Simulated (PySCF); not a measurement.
## Electron correlation in V(5+) (vanadium, charge +5)

Starting occupation: [Ar]. All numbers are calculated (PySCF 2.14, X2C-1e with screened-nucleus spin-orbit coupling, Gaussian nucleus, in an even-tempered Gaussian basis (21 s from 0.051 bohr⁻², ratio 2.6; 15 p from 0.066 bohr⁻², ratio 2.6; 7 d from 0.067 bohr⁻², ratio 2.8; 3 f from 4.1 bohr⁻², ratio 2.8)). Frozen: [Ne]; 8 electrons correlated; the 66 highest virtual spinors left out.

MP2 pair energies summed by pair of shells (mhartree):

| pair | energy | share (%) |
| --- | --- | --- |
| 3p3/2-3p3/2 | -87.64 | 35.7 |
| 3p1/2-3p3/2 | -85.10 | 34.7 |
| 3p3/2-3s1/2 | -26.65 | 10.9 |
| 3p1/2-3p1/2 | -22.58 | 9.2 |
| 3p1/2-3s1/2 | -13.42 | 5.5 |
| 3s1/2-3s1/2 | -9.94 | 4.1 |

Total MP2 correlation energy: -245.33 mhartree.

The virtual space was cut to 50 spinors, which keep -229.96 of the -245.33 mhartree of MP2 correlation.

| level | correlation energy (mhartree) |
| --- | --- |
| CCSD | -251.39 |
| (T) | -3.63 |
| CCSD(T) | -255.02 |

Diagnostics: T1 = 0.0015, largest double amplitude 0.051.

**Question.** Is a single reference adequate?

**Answer.** Yes: T1 lies below 0.03 and no double amplitude reaches 0.07.

The coupled-cluster values are those of the cut space; adding the MP2 remainder, -15.37 mhartree, estimates the full space.
